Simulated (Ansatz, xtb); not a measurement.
Two isomers of CH7FOSi2

We compare X, `C[Si@H](F)O[SiH3]`, a singlet, with Y, `C[SiH2]O[SiH2]F`, a singlet. Both are isolated molecules in the gas phase, relaxed with r2SCAN-D4/def2-SVP; each stands in its lowest conformer found.

X (Å):

| atom | x (Å) | y (Å) | z (Å) |
| --- | --- | --- | --- |
| C | -2.0243 | 2.2456 | 0.6576 |
| F | -1.9217 | -0.3264 | 1.8406 |
| O | 0.3172 | 0.6177 | 0.7835 |
| Si | -1.3189 | 0.5380 | 0.6012 |
| Si | 1.7294 | -0.2492 | 0.9265 |
| H | -3.1223 | 2.2256 | 0.5759 |
| H | -1.7583 | 2.7373 | 1.6067 |
| H | -1.6293 | 2.8600 | -0.1667 |
| H | -1.6528 | -0.2137 | -0.6378 |
| H | 1.6935 | -1.4499 | 0.0380 |
| H | 2.8596 | 0.6320 | 0.5219 |
| H | 1.9225 | -0.6896 | 2.3379 |

Y (Å):

```yaml
atoms:
  - { symbol: C, position_ang: [1.3185, -1.6369, 1.0804] }
  - { symbol: F, position_ang: [-0.5799, -1.5078, -1.9199] }
  - { symbol: O, position_ang: [0.6180, 0.5256, -0.7131] }
  - { symbol: Si, position_ang: [1.8605, -0.0577, 0.2488] }
  - { symbol: Si, position_ang: [-0.3409, 0.1009, -1.9729] }
  - { symbol: H, position_ang: [2.1344, -2.0751, 1.6776] }
  - { symbol: H, position_ang: [1.0066, -2.3754, 0.3245] }
  - { symbol: H, position_ang: [0.4630, -1.4563, 1.7505] }
  - { symbol: H, position_ang: [3.0614, -0.2998, -0.6088] }
  - { symbol: H, position_ang: [2.1769, 1.0082, 1.2406] }
  - { symbol: H, position_ang: [-1.6575, 0.7668, -1.8320] }
  - { symbol: H, position_ang: [0.3195, 0.4002, -3.2693] }
```

Quicker runs give these differences E(Y) − E(X): GFN2-xTB −0.089 eV; HF/STO-3G +0.082 eV (at GFN2-xTB geometries); r2SCAN-D4/def2-SVP//GFN2-xTB +0.072 eV.

Question: Estimate E(Y) − E(X) at the level CCSD(T)/def2-SVP + ΔMP2/def2-TZVPP.

Answer: Calculated at CCSD(T)/def2-SVP + ΔMP2/def2-TZVPP: E(Y) − E(X) = +0.055 eV, so structure X lies lower.

The same difference at several levels:

```csv
level,geometry,E(Y) − E(X) (eV),departure from the last row (eV),"job, with rough time for the two"
GFN2-xTB,GFN2-xTB,−0.089,−0.145,"optimisation, 0.47 s"
HF/STO-3G,GFN2-xTB,+0.082,+0.027,"single point, 0.65 s"
r2SCAN-D4/def2-SVP//GFN2-xTB,GFN2-xTB,+0.072,+0.017,"single point, 4.1 s"
r2SCAN-D4/def2-SVP,r2SCAN-D4/def2-SVP,+0.068,+0.013,"optimisation, 2.9 min"
HF/def2-SVP,r2SCAN-D4/def2-SVP,+0.079,+0.023,part of the CCSD(T) run
MP2/def2-SVP,r2SCAN-D4/def2-SVP,+0.052,−0.004,part of the CCSD(T) run
CCSD(T)/def2-SVP,r2SCAN-D4/def2-SVP,+0.056,+0.001,single point
CCSD(T)/def2-SVP + ΔMP2/def2-TZVPP,r2SCAN-D4/def2-SVP,+0.055,,"single point, 39 s"
```

As drawn, both hold the same kinds of bond in the same numbers.

GFN2-xTB puts the two in the other order. The largest departure from CCSD(T)/def2-SVP + ΔMP2/def2-TZVPP is that of GFN2-xTB, 0.145 eV. A small imaginary or near-zero mode remains, so no thermal terms are given. The last row adds to CCSD(T) the change of the MP2 difference between the two basis sets, here −0.001 eV.

The correlated steps freeze 13 core orbitals. Codes used: Ansatz 0.2.0, xtb 6.7.1; the last row on 2 threads of Intel(R) Xeon(R) Processor @ 2.70GHz on a shared host.
